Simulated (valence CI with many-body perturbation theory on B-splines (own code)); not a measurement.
**E1 transitions of Ge XXVII**

Method: configuration interaction combined with many-body perturbation theory (CI+MBPT): four valence electrons over a frozen Dirac-Fock core [He], a basis of 11 s, 11 p, 9 d, 7 f, 5 g, 2 h, 1 i functions for each j, with the one-electron correlation potential Σ1, the two-electron term Σ2, the three-electron term Σ3, Breit, model QED; selected CI, second order for the rest (own B-spline code, finite nucleus).

The last digits are not significant, and no measured levels were compared; by estimate large intervals hold to a few tenths of a per cent, small ones and those within an open d or f shell to about a per cent. Among the levels kept, up to 270 cm⁻¹ of a level comes from second order outside the variational space, and about a tenth of that is noise between levels of different J, which matters for small intervals.

Lines 51 to 100 of 264 in falling wavelength, among levels below 1744.6 eV, chosen from the strongest by gf and those to the six lowest levels. Wavelengths and rates use the calculated energies. Electric multipoles are in the length gauge, E1 and E2 with the static RPA response of the core. Weak lines are less certain than strong ones. Lines between different terms over intervals too small for the method are left out, as are lines whose strength nearly cancels. Where a level lies close to another of its J and parity, the split of strength between their lines is uncertain. The highest levels of a list are the least certain.

Levels are named by their leading jj configuration (3d3/2^4 stands for four electrons in 3d with j = 3/2), which in mixed levels can hold well under half, so a name can repeat and another be missing. Letters in brackets count levels of one name in rising energy.

```
λ vac (Å)                           Upper                       Lower   A (s⁻¹)  S (a.u.) with core polarisation  S without
    236.9          (2s 2p3/2^2 3p3/2) J=2         (2s 2p3/2^2 3s) J=3  2.96e+09                         9.71e-02   9.72e-02
    161.2          (2s 2p1/2^2 2p3/2) J=2      (2s^2 2p1/2 2p3/2) J=1  3.77e+08                         3.89e-03   3.90e-03
    136.6          (2s 2p1/2 2p3/2^2) J=3          (2s^2 2p3/2^2) J=2  2.54e+09                         2.24e-02   2.24e-02
    112.7          (2s 2p1/2^2 2p3/2) J=1      (2s^2 2p1/2 2p3/2) J=2  1.06e+09                         2.24e-03   2.25e-03
    110.4      (2s 2p1/2 2p3/2^2) J=1 [b]          (2s^2 2p3/2^2) J=0  1.85e+09                         3.69e-03   3.70e-03
    106.8             (2s 2p3/2^2 3s) J=3         (2s^2 2p3/2 3s) J=2  1.41e+10                         5.92e-02   5.94e-02
    105.4          (2s 2p3/2^2 3p3/2) J=4      (2s^2 2p3/2 3p3/2) J=3  7.78e+09                         4.05e-02   4.07e-02
    104.2             (2p1/2 2p3/2^3) J=2            (2s 2p3/2^3) J=2  4.14e+10                         1.16e-01   1.16e-01
    100.8      (2s 2p1/2 2p3/2^2) J=2 [a]      (2s^2 2p1/2 2p3/2) J=1  1.57e+10                         3.96e-02   3.97e-02
    99.79             (2p1/2 2p3/2^3) J=1  (2s 2p1/2 2p3/2^2) J=1 [b]  2.95e+10                         4.34e-02   4.35e-02
    99.34          (2s 2p1/2 2p3/2^2) J=3      (2s^2 2p1/2 2p3/2) J=2  9.44e+09                         3.20e-02   3.21e-02
    93.27      (2s 2p1/2 2p3/2^2) J=1 [b]          (2s^2 2p3/2^2) J=2  1.93e+09                         2.32e-03   2.32e-03
    91.82           (2p1/2^2 2p3/2^2) J=2      (2s 2p1/2 2p3/2^2) J=3  3.50e+10                         6.69e-02   6.71e-02
    90.75  (2s 2p1/2 2p3/2 3p3/2) J=3 [c]      (2s^2 2p1/2 3p3/2) J=2  2.25e+10                         5.81e-02   5.83e-02
    88.55  (2s 2p1/2 2p3/2 3p3/2) J=2 [c]      (2s^2 2p1/2 3p3/2) J=1  1.97e+10                         3.38e-02   3.39e-02
    88.24  (2s 2p1/2 2p3/2 3p1/2) J=2 [c]      (2s^2 2p1/2 3p1/2) J=1  2.69e+10                         4.56e-02   4.57e-02
    87.96                   (2p3/2^4) J=0            (2s 2p3/2^3) J=1  1.36e+11                         4.58e-02   4.59e-02
    87.89     (2s 2p1/2 2p3/2 3s) J=2 [c]         (2s^2 2p1/2 3s) J=1  2.68e+10                         4.48e-02   4.50e-02
    85.37           (2p1/2^2 2p3/2^2) J=2  (2s 2p1/2 2p3/2^2) J=2 [a]  2.21e+10                         3.40e-02   3.41e-02
    85.28  (2s 2p1/2 2p3/2 3p1/2) J=1 [b]      (2s^2 2p1/2 3p1/2) J=1  4.32e+10                         3.97e-02   3.98e-02
    85.07          (2s 2p1/2^2 2p3/2) J=1          (2s^2 2p1/2^2) J=0  3.15e+10                         2.87e-02   2.88e-02
    82.99                (2s 2p3/2^3) J=2          (2s^2 2p3/2^2) J=2  6.35e+10                         8.95e-02   8.98e-02
    82.56             (2p1/2 2p3/2^3) J=2  (2s 2p1/2 2p3/2^2) J=2 [b]  2.19e+10                         3.04e-02   3.04e-02
    81.98  (2s 2p1/2 2p3/2 3p3/2) J=2 [d]      (2s^2 2p1/2 3p3/2) J=2  3.25e+10                         4.42e-02   4.43e-02
    81.96  (2s 2p1/2 2p3/2 3p3/2) J=1 [d]      (2s^2 2p1/2 3p3/2) J=2  5.10e+10                         4.16e-02   4.17e-02
    81.89          (2s 2p1/2 2p3/2^2) J=0      (2s^2 2p1/2 2p3/2) J=1  4.18e+10                         1.13e-02   1.14e-02
    81.63     (2s 2p1/2 2p3/2 3s) J=1 [c]         (2s^2 2p1/2 3s) J=1  4.93e+10                         3.97e-02   3.98e-02
    81.43      (2s 2p1/2 2p3/2^2) J=2 [b]      (2s^2 2p1/2 2p3/2) J=2  5.20e+10                         6.93e-02   6.95e-02
    80.46         (2s 2p3/2^2 3s) J=1 [a]         (2s^2 2p3/2 3s) J=2  6.50e+10                         5.02e-02   5.03e-02
    80.21                (2s 2p3/2^3) J=1          (2s^2 2p3/2^2) J=0  2.85e+10                         2.18e-02   2.18e-02
    80.10         (2s 2p3/2^2 3s) J=1 [b]         (2s^2 2p3/2 3s) J=1  8.24e+10                         6.27e-02   6.29e-02
    80.06      (2s 2p1/2 2p3/2^2) J=1 [a]      (2s^2 2p1/2 2p3/2) J=1  4.49e+10                         3.41e-02   3.43e-02
    79.20         (2s 2p3/2^2 3s) J=2 [c]         (2s^2 2p3/2 3s) J=2  6.46e+10                         7.92e-02   7.94e-02
    74.26      (2s 2p1/2 2p3/2^2) J=1 [b]      (2s^2 2p1/2 2p3/2) J=2  9.94e+10                         6.03e-02   6.05e-02
    70.78                (2s 2p3/2^3) J=1          (2s^2 2p3/2^2) J=2  1.11e+11                         5.84e-02   5.86e-02
    70.69      (2s 2p1/2 2p3/2^2) J=1 [b]      (2s^2 2p1/2 2p3/2) J=1  2.95e+10                         1.54e-02   1.55e-02
    68.08      (2s 2p1/2 2p3/2^2) J=1 [a]          (2s^2 2p1/2^2) J=0  5.28e+09                         2.47e-03   2.48e-03
    67.59                (2s 2p3/2^3) J=2      (2s^2 2p1/2 2p3/2) J=2  1.43e+10                         1.09e-02   1.09e-02
    64.80           (2p1/2^2 2p3/2^2) J=2      (2s 2p1/2^2 2p3/2) J=2  9.48e+09                         6.36e-03   6.38e-03
    61.18      (2s 2p1/2 2p3/2^2) J=1 [b]          (2s^2 2p1/2^2) J=0  1.13e+10                         3.84e-03   3.85e-03
    56.96                (2s 2p3/2^3) J=1      (2s^2 2p1/2 2p3/2) J=1  1.06e+10                         2.91e-03   2.92e-03
    8.375         (2s 2p3/2^2 3s) J=2 [b]            (2s 2p3/2^3) J=2  1.97e+12                         2.86e-03   2.85e-03
    8.332             (2s^2 2p3/2 3s) J=1          (2s^2 2p3/2^2) J=0  2.01e+12                         1.72e-03   1.71e-03
    8.330         (2s 2p3/2^2 3s) J=1 [b]            (2s 2p3/2^3) J=1  4.39e+12                         3.76e-03   3.75e-03
    8.303     (2s 2p1/2 2p3/2 3s) J=2 [c]  (2s 2p1/2 2p3/2^2) J=2 [b]  2.41e+12                         3.41e-03   3.39e-03
    8.294     (2s 2p1/2 2p3/2 3s) J=1 [a]  (2s 2p1/2 2p3/2^2) J=2 [a]  4.99e+12                         4.21e-03   4.19e-03
    8.280     (2s 2p1/2 2p3/2 3s) J=2 [b]      (2s 2p1/2 2p3/2^2) J=3  3.91e+12                         5.48e-03   5.45e-03
    8.244          (2s^2 2p3/2 3p1/2) J=1      (2s 2p1/2^2 2p3/2) J=2  3.13e+11                         2.60e-04   2.59e-04
    8.241             (2s^2 2p1/2 3s) J=1      (2s^2 2p1/2 2p3/2) J=2  3.62e+12                         3.00e-03   2.99e-03
    8.238             (2s^2 2p3/2 3s) J=2          (2s^2 2p3/2^2) J=2  1.77e+12                         2.44e-03   2.43e-03
```
